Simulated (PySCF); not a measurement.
AlOBr, SMILES [O]=[Al][Br]. Atoms are numbered in the order given.

```xyz
3

Al     0.0000     0.0000    -1.1564
O      0.0000     0.0000    -2.7558
Br     0.0000     0.0000     1.0594
```

Geometry optimised at r2SCAN-D4/def2-TZVP.

Two levels are set side by side: PBE/pcSseg-2 (PySCF) and B3LYP/pcSseg-2 (PySCF). GIAO shifts against H2O (¹⁷O) at the same level; non-relativistic, no solvent, atoms listed together averaged. Without spin–orbit terms, shifts of atoms bonded to Cl or Br come out too high at both levels. Differences are taken from unrounded values.

```csv
quantity,B3LYP
δ(¹⁷O) of O2 (ppm),240.8
```

Question: What does PBE give, and how far is it from B3LYP? (An estimate is asked for; the answer gives what the named calculation found.)

Answer: 
| quantity | PBE | PBE minus B3LYP |
|---|---|---|
| δ(¹⁷O) of O2 (ppm) | 252.7 | 11.8 |

Rough cost on one machine, each run with all the roots and properties that it gave: B3LYP against PBE within a factor of 2.
